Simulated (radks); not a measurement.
Values are calculated unless marked as measured or tabulated.
Xe II, 53 electrons, occupied as [Kr] 4d10 5s2 5p5. Code: a radial shooting solver on a logarithmic mesh with Libxc functionals. Model: scalar-relativistic Kohn-Sham, BLYP, spin-unpolarised, spherical densities, point nucleus. Some entries of the table are withheld. Estimate them.

orbital  occ.  eigenvalue (eV)  <r> (bohr)
1s          2        -34388.44         (1)
2s          2              (2)      0.1146
2p          6        -4811.047         (3)
3s          2        -1104.042      0.3064
3p          6        -926.6895      0.3044
3d         10        -663.6257      0.2809
4s          2        -207.1947         (4)
4p          6        -151.0240      0.7648
4d         10         -69.1828      0.8764
5s          2         -28.9279       1.822
5p          5         -16.8208       2.195

Answer. 
(1) 1s <r> (bohr): 0.02665
(2) 2s eigenvalue (eV): -5360.323
(3) 2p <r> (bohr): 0.1003
(4) 4s <r> (bohr): 0.7166
